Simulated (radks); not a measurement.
Valence configurations of Cu (all share [Ar]). Method: Dirac Kohn-Sham, PBE, spin-unpolarised, spherical densities, finite nucleus; open shells fill j = l - 1/2 first; Fermi nuclear charge, rms radius 3.8823 fm; computed with a radial shooting solver on a logarithmic mesh with Libxc functionals. Energies are relative to 3d10 4s1; eigenvalues in eV.

valence,E (eV),e(3d3/2),e(3d5/2),e(4p1/2),e(4s1/2)
3d10 4s1,0.000,-5.203,-4.933,-,-4.610
3d10 4p1,4.104,-7.273,-7.001,-1.725,-
3d9 4s2,1.853,-9.684,-9.391,-,-5.811
3d9.5 4s1.5,0.519,-7.269,-6.987,-,-5.183
3d10 4s0.5 4p0.5,1.996,-6.320,-6.049,-1.286,-5.399
3d9.5 4s1 4p0.5,2.686,-8.369,-8.086,-1.482,-5.927
3d9 4s1 4p1,6.646,-11.702,-11.407,-2.131,-7.106
3d9.5 4s0.5 4p1,4.958,-9.325,-9.042,-1.911,-6.546
3d8.5 4s2 4p0.5,6.680,-13.446,-13.139,-1.971,-7.132
3d9 4s1.5 4p0.5,4.202,-10.754,-10.460,-1.713,-6.511

NIST lists [Ar] 3d10 4s1 as the ground configuration; this level of theory agrees among the configurations tried. The energies are those of spherical spin-averaged densities, not of single terms.
